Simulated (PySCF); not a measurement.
## RhSI, quintet: data card

Computed with PySCF, UPBE, basis Rh def2-SVP with ECP28, S def2-SVP, I def2-SVP with ECP28 (scalar-relativistic core potentials, no spin–orbit coupling, density fitting).

The structure is a minimum.

Coordinates in bohr (charge 0 multiplicity 5):
```
Rh   -1.6676    0.0000   -1.1672
S    -5.4733    0.0000    0.2451
I     2.7549    0.0000    0.8967
```

```
Point group                                                                   : Cs
Bond lengths                                                                  : Rh–I 2.583 Å, Rh–S 2.148 Å
Bond angles                                                                   : I–Rh–S 134.6°
Zero-point energy                                                             : 4.2 kJ/mol
Principal quadrupole moments (Buckingham, traceless) about the centre of mass : -3.91, 0.32, 3.58 D Å
Lowest empty level (β)                                                        : -5.75 eV
Enthalpy at 298.15 K above 0 K                                                : 14.24 kJ/mol
Spin squared ⟨S²⟩                                                             : 6.005
Heat capacity Cp at 298.15 K                                                  : 55.0 J/(mol K)
Entropy at 298.15 K and 1 bar (electronic part: spin only)                    : 340.5 J/(mol K)
Rotational constants                                                          : 0.4393, 0.02601, 0.02456 cm⁻¹
Atomisation energy without zero-point energy                                  : 636 kJ/mol
Rotational symmetry number                                                    : 1
Dipole moment                                                                 : 1.34 D
Principal polarisabilities                                                    : 52.2, 58.2, 160.4 bohr³
Highest occupied level (α)                                                    : -5.73 eV
```

Harmonic modes (masses in u: Rh 102.906, S 31.972, I 126.904):
```json
{"symmetry": "a'", "ω (cm⁻¹)": "59", "IR (km/mol)": "0.6", "μ (u)": "46.81", "type": "bend"}
{"symmetry": "a'", "ω (cm⁻¹)": "202", "IR (km/mol)": "7.0", "μ (u)": "99.01", "type": "stretch"}
{"symmetry": "a'", "ω (cm⁻¹)": "441", "IR (km/mol)": "4.5", "μ (u)": "38.51", "type": "stretch"}
```

Charges (e):
| atom | Mulliken | Löwdin | polar tensor | spin (Mulliken) | Mayer order to Rh1 |
| --- | --- | --- | --- | --- | --- |
| Rh1 | 0.10 | -0.57 | 0.46 | 2.16 | – |
| S2 | -0.03 | 0.32 | -0.17 | 1.36 | 1.92 |
| I3 | -0.06 | 0.25 | -0.29 | 0.47 | 1.31 |

Mulliken populations on Rh1 (electrons outside its core potential): s 2.60, p 6.39, d 7.91, f 0.00.

This need not be the most stable arrangement of these atoms. Open d and f shells are described by one determinant, and the ground state may have another occupation or spin. Spin–orbit coupling, left out here, can matter for elements this heavy.

The final relaxation and frequency run took of the order of 5 core-minutes on a shared host.
